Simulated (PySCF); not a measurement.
Gas-phase reaction: InCH3 + CH3CCl3 = InCl3 + 3 CH2

Method: PySCF energies plus ideal-gas RRHO corrections (1 bar). † marks an energy on the PBE0/def2-TZVP geometry and frequencies. MP2 and CCSD(T) freeze the core. Open shells (unrestricted): CH2 (multiplicity 3); the rest are closed-shell singlets. B3LYP is the form with VWN-RPA correlation. In: scalar-relativistic def2 core potential, no spin-orbit coupling. InCH3: computed as isolated molecules; such fragments, hydroxides, amides, oligomers or adducts are transient or little studied in the gas. MP2 isn't extrapolated to the basis-set limit; its ΔH°(298 K) is 724.0 kJ in def2-SVP and 796.7 kJ in def2-TZVPP. CCSD(T) isn't extrapolated to the basis-set limit; its ΔH°(298 K) is 714.8 kJ in def2-SVP and 755.7 kJ in def2-TZVPP. The harmonic model lacks anharmonicity and excited electronic states, which grow with temperature; levels with a mode under 35 cm⁻¹ are left out. Internal rotation in CH3CCl3 is treated as a harmonic vibration of one conformer, which makes the entropy rough. Soft modes under 120 cm⁻¹ make the harmonic entropy rough for InCl3.

| level | ΔE electronic, kJ | ΔH°(298 K), kJ | ΔS°(298 K), J/K | ΔG°(2500 K), kJ |
|---|---|---|---|---|
| B3LYP/def2-TZVP† | 804 | 756 | 348 | -119 |
| CCSD(T)/def2-SVP† | 763 | 715 | 348 | -160 |
| CCSD(T)/def2-TZVPP† | 804 | 756 | 348 | -119 |
| HF/def2-TZVP† | 336 | 288 | 348 | -587 |
| M06-2X/def2-TZVP† | 787 | 738 | 348 | -136 |
| MP2/def2-SVP† | 773 | 724 | 348 | -151 |
| PBE/def2-TZVP† | 869 | 820 | 348 | -55 |
| r2SCAN/def2-TZVP† | 755 | 706 | 348 | -168 |
| LDA/def2-TZVP† | 1073 | 1025 | 348 | 150 |
| ωB97M-V/def2-TZVP† | 840 | 791 | 348 | -83 |
ΔH° is lowest at HF/def2-TZVP† and highest at LDA/def2-TZVP†. No reference value is set beside these.
